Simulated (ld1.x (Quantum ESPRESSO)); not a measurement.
u(r) = r·R(r): atom against pseudo-atom (In)

Columns: radius, all-electron u(r) and pseudo u(r) of the 4d shell (level -18.62 eV) of indium in the configuration [Ar] 3d10 4s2 4p6 4d10 5s2 5p1; PBE, scalar-relativistic, PAW scheme, ld1.x (Quantum ESPRESSO) 7.5.

| r (bohr) | all-electron | pseudo |
| --- | --- | --- |
| 0.098 | 0.2612 | -0.0076 |
| 0.195 | 0.5106 | -0.0556 |
| 0.292 | 0.3809 | -0.1668 |
| 0.390 | 0.0434 | -0.3391 |
| 0.488 | -0.3176 | -0.5424 |
| 0.585 | -0.6100 | -0.7337 |
| 0.682 | -0.8137 | -0.8806 |
| 0.780 | -0.9340 | -0.9676 |
| 0.878 | -0.9858 | -0.9981 |
| 0.975 | -0.9883 | -0.9900 |
| 1.072 | -0.9589 | -0.9589 |
| 1.170 | -0.9091 | -0.9091 |
| 1.268 | -0.8483 | -0.8483 |
| 1.365 | -0.7834 | -0.7834 |
| 1.463 | -0.7169 | -0.7169 |
| 1.560 | -0.6527 | -0.6527 |
| 1.658 | -0.5910 | -0.5910 |
| 1.755 | -0.5339 | -0.5339 |
| 1.852 | -0.4811 | -0.4811 |
| 1.950 | -0.4322 | -0.4322 |
| 2.047 | -0.3882 | -0.3882 |
| 2.145 | -0.3478 | -0.3478 |
| 2.242 | -0.3117 | -0.3117 |
| 2.340 | -0.2788 | -0.2788 |
| 2.438 | -0.2492 | -0.2492 |
| 2.535 | -0.2230 | -0.2230 |

Q: How many radial nodes do the two functions have?

A: The all-electron 4d function has n − l − 1 = 1; the pseudo-wave has 0, since the states of the same l below it are removed with the core.

Q: At about which radius was the pseudo-wave matched?

A: 1.05 bohr, where the columns begin to agree (steps of 0.10 bohr).

Q: Where does each function peak?

A: Outermost all-electron maximum near 0.97 bohr, pseudo maximum near 0.88 bohr (to the table’s step).

Q: Is the pseudo-wave norm-conserving?

A: No, it belongs to a PAW set: the norm inside the radius is not constrained, and the difference is carried by the augmentation charge.
